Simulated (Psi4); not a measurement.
cyclopropane (C3H6), singlet, at a GFN2-xTB geometry. Base run: Psi4 with SVWN/6-31G.

Here is a job for Psi4.
```
memory 2 GB

molecule mol {
0 1
C    -0.001647    0.863879    0.014277
C     0.749028   -0.430640    0.000480
C    -0.747382   -0.433240   -0.014757
H    -0.011940    1.440071    0.926921
H     0.006394    1.469948   -0.878830
H     1.270736   -0.710376   -0.902067
H     1.252402   -0.740253    0.903684
H    -1.267963   -0.744633    0.878021
H    -1.249629   -0.714756   -0.927730
}

set {
  basis 6-31g
  reference rks
}

energy('svwn')
print_variables()
```

The base run was repeated with changes; each row names its change, and settings that it needs were set with it.

```
change               basis functions      E (Eh)  core-seconds (rough)
-------------------  ---------------  ----------  --------------------
base                              39  -117.19197                     4
basis = STO-3G                    21  -115.80753                     4
basis = 3-21G                     39         [?]                     5
basis = 6-31+G*                   69  -117.23028                     7
basis = 6-31G**                   75  -117.23258                     7
basis = 6-311G**                  90  -117.25981                     8
basis = def2-SVPD                [?]         [?]                     8
basis = aug-cc-pVDZ              123         [?]                     9
basis = aug-pcseg-1              123         [?]                     9
basis = def2-TZVPD               165  -117.27438                    10
basis = pcseg-2                  174  -117.27490                    20
basis = cc-pVTZ                  174  -117.27449                    10
basis = aug-cc-pVTZ              276  -117.27519                    30
```

Question: Complete the blanks.

Answer: 
- basis = 3-21G, E (Eh): -116.58238
- basis = def2-SVPD, basis functions: 108
- basis = def2-SVPD, E (Eh): -117.15301
- basis = aug-cc-pVDZ, E (Eh): -117.23367
- basis = aug-pcseg-1, E (Eh): -117.20891

Totals compare only among sets that treat the same electrons; sets with core potentials leave the core out.
